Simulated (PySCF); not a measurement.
Molecule: SMILES CO[Si](N)(N)[SiH3], CH10N2OSi2.

Cartesian coordinates in Å; atom numbers follow the order of the lines, from 1:
```xyz
16

C     1.683    1.430   -0.606
O     0.758    1.128    0.392
Si   -0.199   -0.202    0.481
N     0.869   -1.566    0.568
N    -1.136   -0.021    1.927
Si   -1.581   -0.470   -1.329
H     2.433    0.639   -0.696
H     1.185    1.549   -1.573
H     2.176    2.366   -0.338
H     1.687   -1.493    1.154
H     0.464   -2.480    0.675
H    -0.641    0.096    2.798
H    -1.912    0.620    1.909
H    -0.875   -0.412   -2.618
H    -2.302   -1.746   -1.329
H    -2.615    0.571   -1.425
```

Frames of a GFN2-xTB Langevin trajectory at 600 K; GIAO PBE0/pcSseg-1 shieldings in PySCF 2.14.0 with density-fitted response routines, gas phase, non-relativistic; equivalent atoms averaged within each frame.

Shifts are taken against calculated references (same method and geometry level): $^{13}$C (σref 186.93) and $^{29}$Si (σref 349.16) and $^{1}$H (σref 31.72) against TMS; H2O for $^{17}$O (σref 336.08); $^{15}$N (σref 267.73) vs NH3. The references are static minima.

Task: How do the shifts (ppm) fluctuate along the trajectory?

Result: 
```csv
time (fs),C1,O2,Si3,Si6,N4/N5,H14/H15/H16,H7/H8/H9,H10/H11/H12/H13
250,54.0,19.1,-8.1,-134.5,53.6,3.65,3.44,0.67
425,62.5,39.7,-9.6,-126.0,48.1,3.61,4.44,-0.29
625,58.4,33.0,-0.7,-135.7,46.5,3.78,4.20,0.28
800,59.8,56.3,-2.6,-142.4,50.1,2.76,5.36,0.54
1000,46.6,39.9,-32.4,-124.4,35.8,3.34,3.61,1.23
mean of frames,56.3,37.6,-10.7,-132.6,46.8,3.43,4.21,0.49
standard deviation,6.2,13.4,12.7,7.4,6.7,0.41,0.76,0.56
```

5 frames give an uncertainty of the mean of about the standard deviation over 2.2 at best, since frames this close in time may not be independent; classical motion lacks zero-point vibration, and the reference would need the same averaging.
